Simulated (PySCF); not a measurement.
## Electron correlation in Sb²⁺ (antimony, charge +2)

[Kr] 4d10 5s2 5p1, 2P determinant. Calculation: PySCF 2.14, in aug-cc-pVQZ-PP with ECP28MDF; a scalar-relativistic core potential. Frozen: 4s2 4p6 4d10; 3 electrons correlated.

```tsv
level	correlation energy (mhartree)
CCSD	-47.72
(T)	-0.68
CCSD(T)	-48.40
```

Diagnostics: T1 = 0.0089, D1 = 0.0201, largest double amplitude 0.094.

Cost of the coupled-cluster step: roughly 14 core-seconds, for 3 correlated electrons.
